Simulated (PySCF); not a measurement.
AlH3, SMILES [AlH3]. Coordinates come from a B3LYP-D3(BJ)/def2-TZVPD optimisation. The isomer is the one that the SMILES or the coordinates give; other isomers of the formula were not compared.

Computed equilibrium geometry at B3LYP-D3(BJ)/def2-TZVPD (PySCF confirms it by a frequency run) as a Z-matrix, and its point group:
point group D3h.
```
Al
H 1 1.5803
H 1 1.5803 2 120.00
H 1 1.5803 2 120.00 3 180.00
```
